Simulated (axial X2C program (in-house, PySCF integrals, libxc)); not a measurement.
Spectroscopic constants of HgB⁺

All values were computed with an in-house all-electron X2C program for linear molecules (integrals from PySCF). Spin-free means the one-electron spin-free X2C Hamiltonian; two-component (2c) means X2C with spin–orbit coupling and atomic mean-field two-electron Coulomb and Gaunt terms, so the difference of the two also holds small scalar two-electron terms. Basis: Hg dyall-cv3z [13s14p9d6f4g], B dyall-v3z [7s6p2d1f] (cores contracted in-house); Gaussian nuclei, density fitting, unrestricted open shells. Masses: Hg 201.971 u, B 11.009 u.

State, spin-free: M_S = 0, Λ = 0 (closed shell); electrons by block: σα: 16, σβ: 16, π+α: 8, π+β: 8, π-α: 8, π-β: 8, δ+α: 4, δ+β: 4, δ-α: 4, δ-β: 4, φ+α: 1, φ+β: 1, φ-α: 1, φ-β: 1. Fragments: Hg + B+.

State, 2c: Ω = 0 (closed shell); electrons by block: 1/2: 24, -1/2: 24, 3/2: 12, -3/2: 12, 5/2: 5, -5/2: 5, 7/2: 1, -7/2: 1. Fragments: Hg + B+.

```
Hamiltonian    level  Re (Å)  ωe (cm⁻¹)  Be (cm⁻¹)  De (eV)  D0 (eV)  k (mdyn/Å)  μ (D)
  spin-free     PBE0   2.343      322.6     0.2941     1.72     1.70        0.64   3.57
  spin-free       HF   2.540      264.1     0.2504     1.02    0.999       0.429   3.98
  spin-free      MP2   2.345      305.9     0.2937     1.21     1.19       0.576    n/a
  spin-free     CCSD   2.405      295.8     0.2791     1.23     1.21       0.538    n/a
  spin-free  CCSD(T)   2.379      308.1     0.2852      n/a      n/a       0.584    n/a
  spin-free      M06   2.459      278.4      0.267     1.50     1.48       0.477   4.29
         2c     PBE0   2.336      324.6     0.2959     1.73     1.71       0.648   3.54
         2c       HF   2.534      264.8     0.2515     1.02     1.00       0.431   3.95
         2c      MP2   2.338      306.9     0.2953     1.21     1.20       0.579    n/a
         2c     CCSD   2.399      297.7     0.2806     1.23     1.21       0.545    n/a
         2c  CCSD(T)   2.373      309.9     0.2868      n/a      n/a       0.591    n/a
         2c      M06   2.453      279.4     0.2684     1.51     1.49        0.48   4.26
```

Correlated methods: 14 electrons correlated (number of frozen shells: Hg 5 s, 4 p, 2 d, 1 f; B 1 s), 266 virtual spin orbitals or spinors in MP2, 90 natural virtuals in coupled cluster.

Dipoles are positive if B is the positive end and refer to the centre of mass.

Occupations by symmetry block were frozen at the best pattern of an incomplete PBE0 search. De is counted from the lowest determinant-based energies of the atoms at the same level, without counterpoise correction. De is not given where an atomic determinant may have missed its ground term or J level, or where the truncated virtual space spoils (T). CCSD and (T) use frozen natural virtuals with an MP2 correction for the truncation; (T) itself is uncorrected, so its De runs slightly low.

Rough cost a point (2c) on 1 thread(s) of a shared host, integrals apart: PBE0 1.3 s, HF 1 s, CCSD(T) 7 s, M06 2.1 s.

The whole task took 4.1 min on 1 thread of Arm Neoverse V1 (shared host).
